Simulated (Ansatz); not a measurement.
A geometry relaxed with PBE-D3(BJ)/def2-TZVP run with Ansatz (a first-principles code), charge 0, multiplicity 1:

```xyz
13

H     -2.2085     0.7722    -0.3530
H      2.2911    -0.6646     0.5241
H      2.1509     0.1014    -1.0606
C     -0.4687    -0.5072    -0.1261
C      0.5284     0.5654     0.2887
O      0.1738     1.6094     0.8103
C     -1.9190    -0.1502     0.1675
H      2.6153     1.0949     0.3614
H     -0.3123    -0.7078    -1.2012
H     -2.0697     0.0250     1.2409
H     -2.5928    -0.9569    -0.1520
C      1.9893     0.2646     0.0163
H     -0.1749    -1.4460     0.3768
```

### Question
Write the SMILES of this molecule.

### Answer
`CCC(C)=O`
